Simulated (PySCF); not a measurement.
# One molecule, several mistakes: BH4N2Si anion

These are calculations, not measurements. They come from PySCF 2.14.0, an open-source quantum chemistry program, on an isolated molecule that a program drew, which may never have been made. The molecule is BH4N2Si anion (charge -1, singlet), drawn as the SMILES string `NB=N[SiH2-]`.

Each row is a Hartree-Fock (HF) and frozen-core CCSD(T) single point in the aug-cc-pV(D+d)Z basis, meant for a local HF minimum. Run 1 is clean. Each other run has one planted mistake out of seven kinds, and not every kind appears here: one electron removed, one electron added, multiplicity raised by two, geometry at a saddle point, minimal basis STO-3G, one bond length entered in bohr, all coordinates scaled. The reference is restricted for singlets and unrestricted otherwise, and also for a bond in bohr. Adding or removing an electron swaps singlet and doublet. Electrons count all cores. HOMO and LUMO are orbital energies over both spins, the gradient is its largest component, and the lowest frequency (negative if imaginary) is given only where the gradient is small. Bond lengths are over the 7 bonds as drawn. T1 is the CCSD diagnostic: over 0.02 (restricted) or 0.045 (unrestricted) a single reference is doubtful.

Geometry of the clean run:
```xyz
8
BH4N2Si anion, angstrom
N    -1.4835    1.3011    0.4661
B    -0.6252    0.1764    0.2963
N     0.1091   -0.8110    0.1634
Si    1.3048   -2.1761    0.1610
H    -1.1920    1.9802    1.1383
H    -1.8051    1.7439   -0.3692
H     1.9207   -1.9670   -1.2369
H     0.3756   -3.3283   -0.2664
```

| run | electrons | basis functions | <S^2> | HOMO (eV) | LUMO (eV) | gradient (hartree/bohr) | lowest frequency (cm^-1) | mean bond (Å) | longest bond (Å) | T1 | HF (hartree) | CCSD(T) (hartree) | mistake |
|---|---|---|---|---|---|---|---|---|---|---|---|---|---|
| 1 | 38 | 137 | 0.000 | -1.46 | 3.12 | 2.5e-05 | 105 | 1.3653 | 1.815 | 0.0163 | -424.89634 | -425.50264 | no fault |
| 2 | 38 | 137 | 0.450 | -1.18 | 2.97 | 1.9e-02 | - | 1.5613 | 2.913 | 0.0518 | -424.82104 | -425.42794 | one bond length entered in bohr |
| 3 | 38 | 137 | 0.000 | -2.13 | 3.09 | 9.5e-02 | - | 1.4964 | 1.989 | 0.0195 | -424.83498 | -425.46909 | ? |
| 4 | 38 | 137 | 2.006 | 0.62 | 2.72 | 6.9e-02 | - | 1.3653 | 1.815 | 0.0317 | -424.85900 | -425.43571 | ? |

**Which mistake was planted in run 3, and what did it cost?**

The mean and the longest bond both change by the same factor, 1.096, and the gradient is no longer small. So the mistake is: all coordinates scaled. Subtracting run 1 and multiplying by 627.51 kcal/mol a hartree, the energy moved by 38.5 kcal/mol in HF and 21.1 kcal/mol in CCSD(T).

**Which mistake was planted in run 4, and what did it cost?**

Electrons, basis and geometry are unchanged, and <S^2> is 2.006, beside S(S+1) = 2.00 for a multiplicity of 3. So the mistake is: multiplicity raised by two. Subtracting run 1 and multiplying by 627.51 kcal/mol a hartree, the energy moved by 23.4 kcal/mol in HF and 42.0 kcal/mol in CCSD(T).

Cautions from the logs. Run 2: T1 is over the limit, so its CCSD(T) energy is less reliable; run 4: the HOMO is above zero, so the electron isn't bound and the energy depends on the basis.
